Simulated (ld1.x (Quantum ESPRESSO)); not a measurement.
# sulfur: one change to a TM potential, before and after

| Property | Result |
| --- | --- |
| Element | S (Z = 16) |
| Generator | ld1.x (Quantum ESPRESSO) 7.5 |
| Type | norm-conserving Troullier–Martins (Kleinman–Bylander form) |
| Functional | PBE |
| Relativity | non-relativistic |
| Frozen core | [Ne] |
| Valence charge | 6 |
| Reference configuration | 3s2 3p4 |
| Partial waves | 3p (bound): rc 1.40 bohr; 3d channel at 0.5 Ry: rc 1.20 bohr; 3s (bound): rc 1.35 bohr |
| Local potential | the s channel |
| Core correction | a·sin(br)/r model core, default radius (core density twice the valence density) |

Change: wave 3p (bound): rc 1.40 bohr becomes 3p (bound): rc 1.22 bohr.

Cutoffs: the cutoffs (Ry, on a coarse ladder) from which the occupation-weighted sum of valence levels, in a spherical-Bessel basis at the reference potential, stays within 10 and 1 mRy of its value at 400 Ry; they do not see the model core or the augmentation charge, which bear on the density cutoff. Errors are all-electron minus pseudo energies relative to the spin-unpolarised reference configuration.

Task: What does the change do?

Result: The potential gets harder (40 Ry and 60 Ry → 70 Ry and 120 Ry); of the 7 tests that both files solve, the error grows in 2 and shrinks in 1 by more than 15 % and 0.3 meV (median size 7.4 → 9.3 meV); neither file shows a bound ghost. A smaller radius makes the pseudo-wave follow the all-electron one further in, where it bends more sharply, so more plane waves are needed.

```tsv
quantity	base	changed
cutoff, loose	40 Ry	70 Ry
cutoff, tight	60 Ry	120 Ry
loose cutoff by channel (10 mRy a level)	p 10 Ry, s 21 Ry	p 40 Ry, s 21 Ry
bound ghosts	none	none
error for 3s2 3p3, meV [ΔE 11.78 eV]	+3.9	+3.9
error for 3s2 3p2, meV [ΔE 34.08 eV]	+25	+24
error for 3s2 3p1, meV [ΔE 68.13 eV]	+81	+74
error for 3s1 3p4, meV [ΔE 22.52 eV]	+7.4	+9.3
error for 3s0 3p6, meV [ΔE 20.48 eV]	+2.0	+7.7
error for 3s2 3p0, meV [ΔE 114.93 eV]	+191	+162
error for 3s2 3p4.3, meV [ΔE -1.71 eV]	+0.1	+0.1
```
